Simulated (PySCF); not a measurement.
Si6H6 prismane, Si6H6.
Bonds: Si1–Si3, Si1–Si5, Si1–Si9, Si3–Si5, Si3–Si11, Si5–Si7, Si7–Si9, Si7–Si11, Si9–Si11. Hydrogens: H2 on Si1; H4 on Si3; H6 on Si5; H8 on Si7; H10 on Si9; H12 on Si11.

NICS = −σ at a ghost point: NICS(0) at the centroid of the ring atoms, NICS(1) 1 Å to either side along the normal of their mean plane, zz for the tensor component along that normal. Level: GIAO KT2/pcSseg-1 (PySCF, non-relativistic, gas phase) on the PBE0-D3(BJ)/def2-SVP geometry, one conformer.

Ring bond lengths (Å): Si1–Si3 2.359, Si3–Si5 2.359, Si5–Si1 2.360; Si1–Si3 2.359, Si3–Si11 2.364, Si11–Si9 2.360, Si9–Si1 2.364; Si1–Si5 2.360, Si5–Si7 2.364, Si7–Si9 2.359, Si9–Si1 2.364; Si7–Si9 2.359, Si9–Si11 2.360, Si11–Si7 2.358.

**Question.** Give the NICS values of each ring in ppm.

**Answer.** 
| ring | type | NICS(0) | NICS(1), two faces | NICS(1)zz, two faces | rms pucker (Å) | centre to ring atoms, mean (Å) |
| --- | --- | --- | --- | --- | --- | --- |
| Si1–Si3–Si5 | 3-membered ring with 3 Si | -13.8 | -6.1 / -5.9 | -22.8 / -9.2 | 0.00 | 1.36 |
| Si1–Si3–Si11–Si9 | 4-membered ring with 4 Si | -5.1 | 1.2 / -6.9 | 14.7 / -6.2 | 0.00 | 1.67 |
| Si1–Si5–Si7–Si9 | 4-membered ring with 4 Si | -5.1 | 1.2 / -6.9 | 14.7 / -6.2 | 0.00 | 1.67 |
| Si7–Si9–Si11 | 3-membered ring with 3 Si | -13.9 | -6.2 / -6.0 | -22.8 / -9.3 | 0.00 | 1.36 |

**Question.** What do they say, and how far can they be read as aromaticity?

**Answer.** 
- Si1–Si3–Si5: mean NICS(1)zz -16.0 ppm, shielded. Si1, Si3, Si5 have four or more neighbours, and the NICS criterion for π rings isn't applied. The two faces differ by 13.6 ppm, so no symmetry operation interchanges them. NICS(0) lies 8 ppm below the mean NICS(1).
- Si1–Si3–Si11–Si9: mean NICS(1)zz 4.2 ppm, deshielded. Si1, Si3, Si9, Si11 have four or more neighbours, so the value isn't read as a sign of a π ring current. The two faces differ by 20.9 ppm, so no symmetry operation interchanges them.
- Si1–Si5–Si7–Si9: mean NICS(1)zz 4.3 ppm, deshielded. Si1, Si5, Si7, Si9 have four or more neighbours, and the NICS criterion for π rings isn't applied. The two faces differ by 20.9 ppm, so no symmetry operation interchanges them.
- Si7–Si9–Si11: mean NICS(1)zz -16.0 ppm, shielded. Si7, Si9, Si11 have four or more neighbours, and the NICS criterion for π rings isn't applied. The two faces differ by 13.5 ppm, so no symmetry operation interchanges them. NICS(0) lies 8 ppm below the mean NICS(1).

**Question.** What field does 14.1 T along the ring normal induce along that normal at the second NICS(1) probe listed for ring Si1–Si3–Si5, 1 Å off the ring?

**Answer.** NICSzz × B0 = -9.2 ppm × 14.1 T = -130 μT, against the applied field.

**Question.** What are the shieldings of the ring atoms and their hydrogens in the same run (means over atoms taken as equivalent)?

**Answer.** 
| atoms | environment | σ isotropic (ppm) | principal values of the symmetric part, first atom (ppm) |
| --- | --- | --- | --- |
| Si1 (×6) | silicon bonded to 3 Si and H | 414.3 | 292.7, 331.0, 618.3 |
| H2 (×6) | hydrogen on silicon | 25.49 | 20.7, 22.0, 33.7 |

**Question.** How do the values depend on the level or the medium?

**Answer.** 
| level | NICS(0), Si1–Si3–Si5 | mean NICS(1)zz, Si1–Si3–Si5 | NICS(0), Si1–Si3–Si11–Si9 | mean NICS(1)zz, Si1–Si3–Si11–Si9 | NICS(0), Si1–Si5–Si7–Si9 | mean NICS(1)zz, Si1–Si5–Si7–Si9 |
| --- | --- | --- | --- | --- | --- | --- |
| KT2/pcSseg-1, gas | -13.8 | -16.0 | -5.1 | 4.2 | -5.1 | 4.3 |
| PBE0/pcSseg-1, gas | -14.6 | -16.8 | -5.9 | 3.8 | -5.9 | 3.8 |

The geometry is the same throughout.

The run took 23 s wall on one thread of an Arm Neoverse V2, on a shared host, and the process peaked at 0.96 GiB of memory. This is the whole shielding run at KT2/pcSseg-1, SCF included.
